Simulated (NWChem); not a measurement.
Program: NWChem. System: F₂OS, charge 1, spin multiplicity 2, at the geometry of a parent with another charge or spin, in a state set for the comparison that need not be this species' ground state. Its SCF solution wasn't tested for a lower state.

Job file:

```
start mol
memory heap 200 mb stack 900 mb global 1100 mb
charge 1
geometry units angstroms nocenter noautoz
  O     -1.391745    -0.329653     0.000000
  S     -0.160358     0.411194     0.000000
  F      0.761094    -0.218993     1.168964
  F      0.761094    -0.218993    -1.168964
  symmetry group Cs
end
basis spherical
  * library sto-3g
end
dft
  xc xpbe96 cpbe96
  odft
  mult 2
  semidirect memsize 60000000 filesize 0
  iterations 100
end
task dft energy
```

The output up to the point where the run's verdict is printed (cleaned and shortened):

```
             Northwest Computational Chemistry Package (NWChem) 7.3.0
             --------------------------------------------------------

                                NWChem Input Module
                                -------------------

 Scaling coordinates for geometry "geometry" by  1.889725989
 (inverse scale =  0.529177249)

 Turning off AUTOSYM since
 SYMMETRY directive was detected!

                             Geometry "geometry" -> ""
                             -------------------------

 Output coordinates in angstroms (scale by  1.889725989 to convert to a.u.)

  No.       Tag          Charge          X              Y              Z
 ---- ---------------- ---------- -------------- -------------- --------------
    1 O                    8.0000    -1.39174500    -0.32965300     0.00000000
    2 S                   16.0000    -0.16035800     0.41119400     0.00000000
    3 F                    9.0000     0.76109400    -0.21899300     1.16896400
    4 F                    9.0000     0.76109400    -0.21899300    -1.16896400

 Effective nuclear repulsion energy (a.u.)     190.8287848976

            Nuclear Dipole moment (a.u.)
            ----------------------------
        X                 Y               Z
 ---------------- ---------------- ----------------
     0.0000075589     0.0000113384     0.0000000000

      Symmetry information
      --------------------

 Group name             Cs
 Group number              2
 Group order               2
 No. of unique centers     3

      Symmetry unique atoms

     1    2    3


 Summary of "ao basis" -> "" (spherical)
 ------------------------------------------------------------------------------
       Tag                 Description            Shells   Functions and Types
 ---------------- ------------------------------  ------  ---------------------
 *                           sto-3g                   on all atoms

  pbe96 is a nonlocal functional; adding pw91lda local functional.

                                 NWChem DFT Module
                                 -----------------

 Summary of "ao basis" -> "ao basis" (spherical)
[...]
 d= 0,ls=0.5,diis    75   -663.8052755473 -2.19D-06  1.43D-06  1.91D-05     5.3
                                                     5.08D-05  2.41D-05
 d= 0,ls=0.5,diis    76   -663.8052777035 -2.16D-06  5.73D-07  1.74D-05     5.4
                                                     4.89D-05  2.20D-05
 d= 0,ls=0.5,diis    77   -663.8052797328 -2.03D-06  2.51D-06  1.58D-05     5.4
                                                     4.65D-05  1.99D-05
 d= 0,ls=0.5,diis    78   -663.8052813441 -1.61D-06  1.12D-06  1.47D-05     5.5
                                                     4.47D-05  1.84D-05
 d= 0,ls=0.5,diis    79   -663.8052829271 -1.58D-06  1.32D-06  1.35D-05     5.6
                                                     4.30D-05  1.69D-05
 d= 0,ls=0.5,diis    80   -663.8052843953 -1.47D-06  1.20D-06  1.23D-05     5.6
                                                     4.12D-05  1.54D-05
 d= 0,ls=0.5,diis    81   -663.8052857206 -1.33D-06  1.39D-06  1.13D-05     5.7
                                                     3.96D-05  1.42D-05
 d= 0,ls=0.5,diis    82   -663.8052870043 -1.28D-06  1.12D-06  1.03D-05     5.8
                                                     3.80D-05  1.29D-05
 d= 0,ls=0.5,diis    83   -663.8052881796 -1.18D-06  1.75D-06  9.40D-06     5.8
                                                     3.67D-05  1.17D-05
 d= 0,ls=0.5,diis    84   -663.8052893674 -1.19D-06  1.08D-06  8.39D-06     5.9
                                                     3.52D-05  1.05D-05
 d= 0,ls=0.5,diis    85   -663.8052904087 -1.04D-06  5.48D-07  7.54D-06     6.0
                                                     3.36D-05  9.47D-06
 d= 0,ls=0.5,diis    86   -663.8052912996 -8.91D-07  4.29D-07  6.86D-06     6.0
                                                     3.22D-05  8.62D-06
 d= 0,ls=0.5,diis    87   -663.8052920961 -7.96D-07  5.90D-07  6.26D-06     6.1
                                                     3.09D-05  7.87D-06
 d= 0,ls=0.5,diis    88   -663.8052928119 -7.16D-07  6.68D-07  5.73D-06     6.2
                                                     2.97D-05  7.21D-06
 d= 0,ls=0.5,diis    89   -663.8052934627 -6.51D-07  6.72D-07  5.25D-06     6.3
                                                     2.84D-05  6.61D-06
 d= 0,ls=0.5,diis    90   -663.8052940353 -5.73D-07  1.03D-06  4.85D-06     6.3
                                                     2.74D-05  6.11D-06
 d= 0,ls=0.5,diis    91   -663.8052946334 -5.98D-07  1.44D-06  4.37D-06     6.4
                                                     2.62D-05  5.52D-06
 d= 0,ls=0.5,diis    92   -663.8052951324 -4.99D-07  9.85D-07  4.01D-06     6.5
                                                     2.52D-05  5.06D-06
 d= 0,ls=0.5,diis    93   -663.8052955979 -4.66D-07  7.27D-07  3.67D-06     6.5
                                                     2.42D-05  4.63D-06
 d= 0,ls=0.5,diis    94   -663.8052960568 -4.59D-07  3.60D-07  3.31D-06     6.6
                                                     2.33D-05  4.19D-06
 d= 0,ls=0.5,diis    95   -663.8052964652 -4.08D-07  5.88D-07  3.01D-06     6.7
                                                     2.24D-05  3.80D-06
 d= 0,ls=0.5,diis    96   -663.8052968532 -3.88D-07  3.28D-07  2.71D-06     6.7
                                                     2.15D-05  3.43D-06
 d= 0,ls=0.5,diis    97   -663.8052971953 -3.42D-07  1.98D-07  2.45D-06     6.8
                                                     2.06D-05  3.12D-06
 d= 0,ls=0.5,diis    98   -663.8052974970 -3.02D-07  2.16D-07  2.24D-06     6.9
                                                     1.97D-05  2.85D-06
 d= 0,ls=0.5,diis    99   -663.8052977708 -2.74D-07  6.80D-07  2.05D-06     6.9
                                                     1.90D-05  2.60D-06
 d= 0,ls=0.5,diis   100   -663.8052980226 -2.52D-07  5.46D-07  1.87D-06     7.0
                                                     1.81D-05  2.37D-06
```

The run did not converge; its last values are not results. The next line reads: Calculation failed to converge. NWChem stopped with the message: dft energy failed.
